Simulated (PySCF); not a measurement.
A structure optimised at PBE-D3(BJ)/def2-SVP, used in a PySCF frequency run:

```
C
C 1 1.3352
F 2 1.3477 1 122.16
H 2 1.1055 1 126.02 3 180.00
C 1 1.5331 2 130.02 4 0.00
H 5 1.1183 1 112.59 2 -60.67
H 5 1.1183 6 107.20 1 -124.36
N 5 1.4707 6 113.89 7 -126.92
H 8 1.0171 5 122.53 6 61.68
Si 8 1.7485 9 140.21 5 180.00
H 10 1.5106 8 117.90 9 65.02
H 10 1.5106 11 106.46 8 135.13
```

Problem. Write its SMILES, formula and point group.

Solution. F/C=C1/CN[SiH2]1, C₃H₆FNSi, Cs

Problem. What are its rotational constants (standard atomic weights)?

Solution. 5.7291, 1.9477, 1.4929 GHz
